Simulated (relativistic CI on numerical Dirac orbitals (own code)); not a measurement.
Pr4+ (4f) in a crystal field

Calculated by Dirac-Coulomb-Breit CI, separate exchange-only KLI orbitals for each configuration, model QED, valence Slater integrals scaled by 0.85, one configuration in a parametric crystal field (own radial code).

Field parameters in Wybourne normalisation; cubic f-shell fields have B⁴₄ = √(5/14) B⁴₀ and B⁶₄ = −√(7/2) B⁶₀. The field is a parameter set, without covalency.

S is read from ⟨S²⟩ = S(S + 1).

Powder χT (cm³ K mol⁻¹) by Van Vleck's formula, with temperature-independent terms:

| Field | 2 K | 5 K | 10 K | 20 K | 50 K | 100 K | 200 K | 300 K |
| --- | --- | --- | --- | --- | --- | --- | --- | --- |
| C2v, B20 = 740, B22 = -310, B40 = 260, B42 = -470, B44 = -480, B60 = -1070, B62 = -420, B64 = -220, B66 = 270 cm⁻¹ | 0.44 | 0.446 | 0.458 | 0.48 | 0.547 | 0.633 | 0.719 | 0.758 |
| D3h, B20 = 710, B40 = -1170, B60 = -1220, B66 = -260 cm⁻¹ | 0.554 | 0.556 | 0.56 | 0.567 | 0.589 | 0.626 | 0.695 | 0.74 |
| Oh, B40 = 3650, B60 = 950 cm⁻¹ | 0.181 | 0.184 | 0.189 | 0.198 | 0.226 | 0.272 | 0.365 | 0.455 |
| Oh, B40 = -3750, B60 = -1200 cm⁻¹ | 0.369 | 0.37 | 0.372 | 0.377 | 0.392 | 0.416 | 0.464 | 0.512 |
| Oh, B40 = 3560, B60 = 1160 cm⁻¹ | 0.196 | 0.199 | 0.204 | 0.213 | 0.241 | 0.288 | 0.381 | 0.47 |
| Oh, B40 = -2330, B60 = 410 cm⁻¹ | 0.482 | 0.485 | 0.488 | 0.496 | 0.519 | 0.557 | 0.627 | 0.681 |

Question: For Oh, B40 = 3650, B60 = 950 cm⁻¹: what effective moment follows at 300 K?

Answer: μ_eff = √(8χT) = 1.91 μB. The LS value g√(J(J + 1)) of the free ion's 2F°_5/2 level is 2.54 μB.
